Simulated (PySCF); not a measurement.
C₂H₅BN₂, SMILES NB1C=NC1. Geometry: PBE0-D3(BJ)/def2-SVP. This is a generated structure with no PubChem entry under its InChIKey; it may be hypothetical. The values are those of a single conformer.

**Question.** Give the equilibrium geometry at PBE0-D3(BJ)/def2-SVP (PySCF confirms it by a frequency run) as bond lengths and angles, and its point group. (Estimate from the structure and the level; the computed values follow.)

**Answer.** One answer among several that fit: point group Cs.
Atoms: N1 B2 C3 N4 C5 H6 H7 H8 H9 H10. Bonded distances (Å): N1–B2 1.384, N1–H6 1.012, N1–H7 1.012, B2–C3 1.571, B2–C5 1.601, C3–N4 1.293, C3–H8 1.100, N4–C5 1.501, C5–H9 1.103, C5–H10 1.103. Bond angles (°): B2–N1–H6 122.9, B2–N1–H7 123.1, H6–N1–H7 114.1, N1–B2–C3 138.9, N1–B2–C5 138.0, C3–B2–C5 83.0, B2–C3–N4 94.2, B2–C3–H8 143.9, N4–C3–H8 121.9, C3–N4–C5 97.3, B2–C5–N4 85.5, B2–C5–H9 119.3, B2–C5–H10 119.3, N4–C5–H9 111.6, N4–C5–H10 111.6, H9–C5–H10 107.6.
